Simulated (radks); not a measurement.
Question: The table gives one normalised radial function P(r) = r R(r) of Ti in [Ar] 3d2 4s2 (r in bohr). All-electron calculation, non-relativistic Kohn-Sham, B86b exchange with PBE correlation, spin-polarised, spherical densities, point nucleus; open shells are filled with parallel spins first. Program: a radial shooting solver on a logarithmic mesh with Libxc functionals.

r	P
0.003432	0.0181
0.005161	0.0261
0.007761	0.0370
0.01167	0.0508
0.01755	0.0664
0.02639	0.0798
0.03969	0.0827
0.05968	0.0619
0.08975	0.0050
0.135	-0.0813
0.2046	-0.1463
0.3077	-0.0989
0.4627	0.0837
0.6958	0.2434
1.046	0.1413
1.574	-0.2116
2.366	-0.5188
3.558	-0.5482
5.351	-0.3145
8.047	-0.0922
12.1	-0.0112

Which n and l does it have? It may be an empty orbital.

Answer: n = 4, l = 0: the number of nodes gives n - l - 1 = 3, the rise at small r (about r^(l+1)) gives l, and the extent must fit the shell. The curve is that of 4s down; the table hardly tells the two spins apart. 4s down: eigenvalue -4.162 eV, 3 radial nodes at r = 0.0922, 0.393, 1.26 bohr, <r> = 3.62 bohr, 90 % of the charge inside 5.47 bohr.
